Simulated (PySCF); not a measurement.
## Correlation energy of Os+ (osmium, charge +1)

[Xe] 4f14 5d6 6p1, one real determinant (an excited configuration). Computed with PySCF 2.14 in def2-TZVPPD with the def2 core potential (60 electrons), with scalar relativity through the core potential. Frozen: 5s2 5p6; 7 electrons correlated.

| level | correlation energy (mhartree) |
| --- | --- |
| CCSD | -119.78 |
| (T) | -4.57 |
| CCSD(T) | -124.35 |

Diagnostics: T1 = 0.0082, D1 = 0.0271, largest double amplitude 0.079.

The real determinant used has ⟨L²⟩ near 8 against 12 for a pure F term, so it mixes terms. Spin-orbit coupling, absent here, splits the open shell strongly.

Cost of the coupled-cluster step: roughly 10 core-seconds, for 7 correlated electrons.

The reference is one real determinant that mixes LS terms of this configuration.
